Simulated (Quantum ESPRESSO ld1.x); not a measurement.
Species: the palladium ion Pd4+. Configuration: [Ar] 3d10 4s1 4p6 4d7 (not the ground configuration).

All-electron calculation, Dirac Kohn-Sham, PBEsol, spin-unpolarised, spherical densities, point nucleus; open shells fill j = l - 1/2 first. Program: ld1.x of Quantum ESPRESSO 7.5.

Energy parts (hartree):
total: -5037.17
kinetic: 5261.06
electron-nucleus: -12119.14
Hartree: 1960.47
exchange-correlation: -139.56

Orbitals (lengths in bohr, moments of r in powers of bohr; <r^-3> diverges for s and p1/2):
| orbital | occ. | eigenvalue (hartree) | <r^-3> | <r^4> | small-component weight |
|---|---|---|---|---|---|
| 1s1/2 | 2 | -889.463 | - | 4.889e-06 | 2.83e-02 |
| 2s1/2 | 2 | -131.837 | - | 0.0008747 | 5.91e-03 |
| 2p1/2 | 2 | -122.477 | - | 0.0005716 | 5.92e-03 |
| 2p3/2 | 4 | -116.624 | 3250 | 0.0006548 | 5.69e-03 |
| 3s1/2 | 2 | -25.6618 | - | 0.04163 | 1.65e-03 |
| 3p1/2 | 2 | -21.9677 | - | 0.04151 | 1.59e-03 |
| 3p3/2 | 4 | -20.9463 | 576.3 | 0.04629 | 1.53e-03 |
| 3d3/2 | 4 | -14.4004 | 87.83 | 0.04278 | 1.42e-03 |
| 3d5/2 | 6 | -14.1965 | 82.90 | 0.04429 | 1.40e-03 |
| 4s1/2 | 1 | -5.32560 | - | 1.409 | 4.26e-04 |
| 4p1/2 | 2 | -4.15718 | - | 1.906 | 3.75e-04 |
| 4p3/2 | 4 | -3.98148 | 99.35 | 2.122 | 3.59e-04 |
| 4d3/2 | 4 | -2.16707 | 10.48 | 5.273 | 2.47e-04 |
| 4d5/2 | 3 | -2.14325 | 9.843 | 5.456 | 2.43e-04 |

The highest occupied level is 4d5/2 at -58.321 eV. Summed over all electrons, <r^2> = 23.34 bohr^2, which gives a Langevin (diamagnetic) susceptibility term of -18.5 x 10^-6 cm^3/mol. The density falls to 0.001 e/bohr^3 at r = 2.94 bohr.
